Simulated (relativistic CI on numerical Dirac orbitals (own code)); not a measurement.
**L2,3 absorption of iron in several valence states**

Computed multiplet spectra 2p⁶3dⁿ → 2p⁵3dⁿ⁺¹ (Dirac-Coulomb-Breit ions, Slater integrals scaled by 0.8, an assumed crystal field that grows with the charge, no charge transfer; 300 K; Lorentzian 0.4 eV and Gaussian 0.3 eV FWHM at both edges, so that L2 comes out sharper than in experiment). Peaks over 5 % are given in eV from the highest peak in the L3 region of each spectrum (height, largest 100). S of the lowest state is read from ⟨S²⟩, and the branching ratio is the share of L3, cut at the minimum between the edges.

Field parameters in Wybourne normalisation: Oh B⁴₀ = 21Dq, B⁴₄ = √(5/14) B⁴₀. The field is a parameter set, without covalency.

- Fe²⁺ (d6, Oh, 10Dq = 16450 cm⁻¹): S = 0.03, low spin, branching ratio 0.66; peaks -2.0 (7), 0.0 (100), 1.9 (34), 3.5 (5), 12.1 (53), 13.2 (16)
- Fe³⁺ (d5, Oh, 10Dq = 21250 cm⁻¹): S = 2.50, high spin, branching ratio 0.77; peaks -2.7 (41), 0.0 (100), 1.5 (22), 3.6 (7), 10.5 (13), 12.3 (9), 13.1 (16), 14.6 (12)
- Fe⁵⁺ (d3, Oh, 10Dq = 30850 cm⁻¹): S = 1.50, branching ratio 0.59; peaks -4.2 (35), -2.0 (46), -0.5 (71), 0.0 (80), 0.9 (70), 1.4 (70), 4.8 (11), 5.5 (8), 6.9 (7), 9.7 (38), 10.9 (100), 12.2 (37), 13.4 (32), 14.0 (47)

Problem. What spin state follows for Fe⁴⁺ in Oh, 10Dq = 26050 cm⁻¹, and does its branching ratio lie nearer 2/3 or nearer 0.8?

Solution. Fe⁴⁺ (d4, Oh, 10Dq = 26050 cm⁻¹): S = 1.31, low spin, branching ratio 0.71; peaks -4.2 (32), -2.4 (49), -0.8 (82), 0.0 (100), 1.1 (83), 9.6 (21), 10.8 (41), 11.9 (44), 13.2 (23), 14.9 (12), 16.1 (7). High-spin states, above all those with an unquenched orbital moment, raise the ratio above the statistical 2/3; low spin and nearly empty shells keep it near or below 2/3.

The centroid of the whole edge, which also moves with the branching ratio, lies at 714.7 (Fe²⁺), 716.2 (Fe³⁺), 720.1 (Fe⁴⁺), 726.0 (Fe⁵⁺) eV in this ionic model, in steps of 1.5 to 5.9 eV. Compounds show about 1 to 2 eV a unit and lower energies for the high valences, since ligands screen the charge. The multiplet shape follows the d count and the spin state, and so serves as a fingerprint of valence. Fe⁴⁺ lies at a spin crossover.
